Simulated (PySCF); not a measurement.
**Correlation energy of O⁺ (oxygen, charge +1)**

[He] 2s2 2p3, high-spin 4S determinant. All numbers are calculated (PySCF 2.14, the non-relativistic Hamiltonian (point nucleus), in def2-SVP (3s2p1d, 14 functions)). Frozen: 1s2; 5 electrons correlated.

MP2 pair energies summed by pair of shells (mhartree):

```
 pair  energy  share (%)
2s-2p  -45.31       65.7
2p-2p  -16.53       24.0
2s-2s   -7.10       10.3
```

Total MP2 correlation energy: -68.93 mhartree.

Same-spin part -19.30 and opposite-spin part -49.63 mhartree; SCS-MP2 scales them by 1/3 and 6/5 to -65.99 mhartree.

```json
{"level": "CCSD", "correlation energy (mhartree)": "-83.87"}
{"level": "(T)", "correlation energy (mhartree)": "-0.57"}
{"level": "CCSD(T)", "correlation energy (mhartree)": "-84.44"}
```

Diagnostics: T1 = 0.0038, D1 = 0.0069, largest double amplitude 0.036.

Problem. Is a single reference adequate?

Solution. Yes: T1 lies below 0.03 and no double amplitude reaches 0.07.
